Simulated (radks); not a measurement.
Q: All-electron atom: Br7+ in [Ar] 3d10. All-electron calculation, Dirac Kohn-Sham, exchange-only PBE, spin-unpolarised, spherical densities, finite nucleus; Fermi nuclear charge, rms radius 4.1629 fm. Program: a radial shooting solver on a logarithmic mesh with Libxc functionals. Some entries of the table are withheld. Estimate them.

| orbital | occ. | eigenvalue (eV) | <r> (bohr) | <r^2> (bohr^2) |
|---|---|---|---|---|
| 1s1/2 | 2 | -13427.57 | 0.04274 | 0.002460 |
| 2s1/2 | 2 | (1) | 0.1892 | 0.04228 |
| 2p1/2 | 2 | -1670.810 | 0.1627 | 0.03249 |
| 2p3/2 | 4 | -1623.240 | 0.1666 | 0.03393 |
| 3s1/2 | 2 | -346.0561 | 0.5492 | 0.3468 |
| 3p1/2 | 2 | (2) | 0.5536 | (3) |
| 3p3/2 | 4 | (4) | 0.5637 | (5) |
| 3d3/2 | 4 | -174.9728 | 0.5738 | 0.4034 |
| 3d5/2 | 6 | -173.8526 | 0.5774 | 0.4084 |
| 4s1/2 | 0 | -111.0689 | (6) | 2.156 |
| 4p1/2 | 0 | -94.5819 | 1.492 | 2.509 |
| 4p3/2 | 0 | -93.4530 | 1.510 | 2.568 |

A: 
(1) 2s1/2 eigenvalue (eV): -1842.695
(2) 3p1/2 eigenvalue (eV): -286.1226
(3) 3p1/2 <r^2> (bohr^2): 0.3585
(4) 3p3/2 eigenvalue (eV): -279.2095
(5) 3p3/2 <r^2> (bohr^2): 0.3715
(6) 4s1/2 <r> (bohr): 1.387
